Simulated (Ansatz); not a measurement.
Geometry optimisation, UKS B3LYP-D4/def2-SVP in Ansatz 0.2.0.

input.yaml

```yaml
crystal:
  periodic: [false, false, false]
  atoms:
    - { symbol: Ti, position_ang: [-0.061152, -0.237801, 0.487971] }
    - { symbol: F, position_ang: [-0.671171, -1.573083, 1.533229] }
    - { symbol: F, position_ang: [1.66067, -0.10803, 0.296658] }
    - { symbol: F, position_ang: [-0.888596, 1.295142, 0.626947] }
    - { symbol: F, position_ang: [-0.579065, -0.785911, -1.075442] }
    - { symbol: O, position_ang: [0.435427, 0.228636, 2.727478] }
    - { symbol: H, position_ang: [-0.408614, 0.379947, 3.21206] }
magnetization:
  spin_polarized: true
  initial_magnetization: 1
basis:
  gaussian: { orbitals: def2-SVP }
hamiltonian:
  xc: b3lyp
  dispersion: d4
relax:
  f_tol: 0.03
  max_steps: 50
```

Launched with:

```bash
$ ansatz run input.yaml --threads 4 --pin off --max-ram 5120MiB --backend cpu --events-out ev --progress --plain --runs-dir out
```

Q: Where does it end, and by what steps?

A: The run converged. The force dipped under the threshold on the way, but the program's further checks kept it going. After 7 steps the energy has fallen by 0.021 eV; H7 moved furthest, 0.22 Å.

```tsv
step	energy less start (eV)	largest force component (eV/Å)	accepted
0	0.0000	0.665	yes
1	-0.0132	0.296	yes
2	-0.0174	0.055	yes
3	-0.0184	0.050	yes
4	-0.0195	0.171	yes
5	-0.0200	0.093	yes
6	-0.0206	0.022	yes
7	-0.0207	0.013	yes
```

```xyz
7
Properties=species:S:1:pos:R:3
Ti -0.074 -0.290 0.494
F -0.678 -1.646 1.430
F 1.653 -0.136 0.342
F -0.943 1.214 0.741
F -0.554 -0.726 -1.117
O 0.443 0.193 2.757
H -0.360 0.591 3.162
```

Whether the end is a true minimum wasn't checked by a vibrational analysis.

Run time: 29 s on 4 threads of Arm Neoverse V2, with other jobs on the host, peak memory 0.4 GiB.
